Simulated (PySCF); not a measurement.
A calculated (TPSS, PySCF 2.14, Sapporo-DKH3-DZP-2012, scalar relativity by spin-free X2C-1e) atom or ion has these occupied shells.

| shell | electrons | orbital energy (eV) | rms radius, mean of both spins (bohr) |
| --- | --- | --- | --- |
| 1s α | 1 | -12521.2 | 0.0508 |
| 1s β | 1 | -12521.1 | 0.0508 |
| 2s α | 1 | -1620.3 | 0.212 |
| 2s β | 1 | -1620.2 | 0.212 |
| 2p α | 3 | -1425.3 | 0.189 |
| 2p β | 3 | -1425.2 | 0.189 |
| 3s α | 1 | -225.28 | 0.615 |
| 3s β | 1 | -225.04 | 0.615 |
| 3p α | 3 | -164.07 | 0.638 |
| 3p β | 3 | -163.81 | 0.638 |
| 3d α | 5 | -63.414 | 0.704 |
| 3d β | 5 | -63.042 | 0.704 |
| 4s α | 1 | -28.219 | 1.88 |
| 4s β | 1 | -24.922 | 1.88 |
| 4p α | 3 | -16.605 | 2.25 |

Question: Name the element and its charge.

Answer: Se⁺ (selenium, charge +1), in [Ar] 3d10 4s2 4p3, high-spin 4S determinant.
